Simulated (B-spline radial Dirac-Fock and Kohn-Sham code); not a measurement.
**Run log: Ni⁺**

ΔSCF core binding energies without Breit or QED terms, calculated with a radial finite-basis atomic code. Keys: rel is the Hamiltonian (dirac, or spin-free x2c and nr, where L3 and M5 stand for the whole 2p and 3d shells), method is hf or an exchange,correlation pair (spin-unpolarised, also for the hole states), nuc the nuclear model, radius_factor scales its radius, rmax is the box in bohr, h the logarithmic mesh step, order the B-spline order, points the quadrature points per cell, c_factor scales the speed of light, and damp, ndamp, maxit and tol steer the iteration. The run stops when the commutator error falls below 10·tol·max(1, Z/10), or the numerical noise floor, and the energy has settled to about 1e-8 Ha; the virial ratio is −V/T.

Input (task.json):

```json
{"items": [{"Z": 28, "q": 1, "cfg": [[1, 0, 2], [2, 0, 2], [2, 1, 6], [3, 0, 2], [3, 1, 6], [3, 2, 9]], "A": 58, "rrms": 3.7757, "do": "settings", "holes": ["K", "L3", "M5"],
  "settings": [{"rel": "dirac", "method": "hf", "nuc": "fermi", "radius_factor": 1.0, "rmax": 45.0, "h": 0.3, "order": 8, "points": 10, "c_factor": 1.0, "maxit": 60, "damp": 0.5, "ndamp": 3, "tol": 1e-08, "cfg": "1s2 2s2 2p6 3s2 3p6 3d11"}]}]}
```

Command: `python xray2_run.py task.json out`

The program stops without a result: overfilled shell.

Question: One setting is unsound. Which, and why?

Answer: cfg puts more electrons in a shell than it can hold. With the default settings (Dirac Hartree-Fock): The ground state converged in 11 iterations, with total energy -1519.06167 Ha, virial ratio 1.98352 and highest orbital energy -20.64 eV. ΔSCF binding energies: K (1s) 8362.5 eV, L3 (2p3/2) 871.3 eV. Holes are computed only in closed shells, and unreliable hole states are left out.
